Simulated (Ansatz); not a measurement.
Reaction (substitution at a C–C bond): `CCCCCCCCO` + H₂Te → `OC[TeH]` + `CCCCCCC`

Computed with Ansatz on PBE0-D4/def2-TZVP structures; ΔE is electronic, products minus reactants. CCSD(T)/CBS adds triple-zeta CCSD(T) − MP2 to the extrapolated MP2 energy (def2 sets, frozen cores). DFT in def2-TZVPP. Elements past krypton have def2 core potentials. For Te outer-core shells are correlated without core-valence functions, which leaves a few kJ/mol of doubt a bond. One conformer a species, not always the lowest.

CCSD(T)/CBS gives -0.01 eV.

(1) Another level gave -0.04 eV. Which?
A. revPBE/def2-TZVPP
B. r2SCAN-D4/def2-TZVPP
C. SCS-MP2/def2-TZVPP
D. CCSD/def2-TZVPP

Largest T1 diagnostic among the species: 0.011.

Results:

(1) B. r2SCAN-D4 -0.04, SCS-MP2/def2-TZVPP 0.01, CCSD/def2-TZVPP 0.08, revPBE -0.16 eV.

From r2SCAN to r2SCAN0 (25 % exact exchange), in def2-TZVPP and without D4, ΔE moves by +0.06 eV. At CCSD(T), def2-SVP lies +0.26 eV from the extrapolated value and def2-TZVPP +0.07 eV. In def2-TZVPP, CCSD(T) changes the Hartree–Fock value by −0.04 eV (the triples alone add −0.03 eV) and MP2 by −0.09 eV.
